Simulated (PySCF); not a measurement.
**Ta³⁺ (tantalum, charge +3): TPSS calculation**

Configuration: [Xe] 4f14 5d2, high-spin 3F determinant. Calculation: PySCF 2.14, in aug-cc-pVTZ-PP with one added diffuse shell each of s, p, d, f, g type with ECP60MDF (7s7p6d4f3g, 113 functions); a scalar-relativistic core potential.

```
Total energy                : -55.5848 hartree
One-electron energy         : -82.7971 hartree
Hartree (Coulomb) energy    : 33.1282 hartree
Exchange-correlation energy : -5.9160 hartree
⟨S²⟩                        : 2.0010
⟨L²⟩                        : 12.014
Sum of ⟨r⟩                  : 13.83 bohr
Sum of ⟨r²⟩                 : 21.98 bohr²
```

```tsv
shell	electrons	mean orbital energy (hartree)	rms radius, mean of both spins (bohr)
5s α	1	-3.69755	1.18
5s β	1	-3.66306	1.18
5p α	3	-2.47902	1.37
5p β	3	-2.42738	1.37
5d α	2	-1.11329	1.99
```

Energies and moments cover only the electrons outside the core potential. Spin-orbit coupling, absent here, splits the open shell strongly.
